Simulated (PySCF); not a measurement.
## Electron correlation in S²⁺ (sulfur, charge +2)

[Ne] 3s2 3p2, high-spin 3P determinant. All numbers are calculated (PySCF 2.14, scalar relativity by spin-free X2C-1e, in x2c-TZVPPall (5s5p3d1f, 42 functions)). Frozen: 1s2; 12 electrons correlated.

| level | correlation energy (mhartree) |
| --- | --- |
| CCSD | -246.45 |
| (T) | -3.61 |
| CCSD(T) | -250.06 |

Diagnostics: T1 = 0.0056, D1 = 0.0234, largest double amplitude 0.099.

Cost of the coupled-cluster step: roughly 1.9 core-seconds, for 12 correlated electrons.

Iterations:

```
CC2 = 0
CCSD nocc = (np.int64(7), np.int64(5)), nmo = (41, 41)
frozen orbitals [[0], [0]]
max_cycle = 100
direct = 0
conv_tol = 1e-08
conv_tol_normt = 1e-06
diis_space = 8
diis_start_cycle = 0
Init t2, MP2 energy = -0.226342930033428
Init E_corr(UCCSD) = -0.226342930035029
cycle = 1  E_corr(UCCSD) = -0.240239258313655  dE = -0.0138963283  norm(t1,t2) = 0.0439183
cycle = 2  E_corr(UCCSD) = -0.24423855244734  dE = -0.00399929413  norm(t1,t2) = 0.0168271
cycle = 3  E_corr(UCCSD) = -0.246457150818998  dE = -0.00221859837  norm(t1,t2) = 0.00761227
cycle = 4  E_corr(UCCSD) = -0.246442871351749  dE = 1.42794672e-05  norm(t1,t2) = 0.0012259
cycle = 5  E_corr(UCCSD) = -0.246443344376753  dE = -4.73025004e-07  norm(t1,t2) = 0.000168547
cycle = 6  E_corr(UCCSD) = -0.246446978047903  dE = -3.63367115e-06  norm(t1,t2) = 4.58321e-05
cycle = 7  E_corr(UCCSD) = -0.246446235336196  dE = 7.42711707e-07  norm(t1,t2) = 9.06343e-06
cycle = 8  E_corr(UCCSD) = -0.24644632025613  dE = -8.49199347e-08  norm(t1,t2) = 1.19449e-06
cycle = 9  E_corr(UCCSD) = -0.246446301269905  dE = 1.89862251e-08  norm(t1,t2) = 2.49095e-07
cycle = 10  E_corr(UCCSD) = -0.246446301880457  dE = -6.10552053e-10  norm(t1,t2) = 6.05937e-08
UCCSD converged
E(UCCSD) = -397.6576253196951  E_corr = -0.2464463018804573
UCCSD(T) correction = -0.00360854232326224
```

This basis was not built for core-valence correlation, so the inner-shell part is incomplete.
